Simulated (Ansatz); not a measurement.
```xyz
2

S     0.0000    0.0000   -0.5407
O     0.0000    0.0000    1.0814
```

Basis set: def2-TZVP (spherical functions). Frozen core: 6 orbitals. Charge 0, multiplicity 3.

Computed with Ansatz (development build ahead of 0.2.0); each method stands on the lowest determinant of its kind that the runs found.

The atomization energy at this shape (free ground-state atoms in the same class of orbitals less the molecule, no zero-point energy) of triplet SO:

```csv
method,atomization energy
UHF-MP2,4.57 eV
```

(1) What does UHF give?

Results:

(1) 1.66 eV. Caution: the shape is not the minimum.
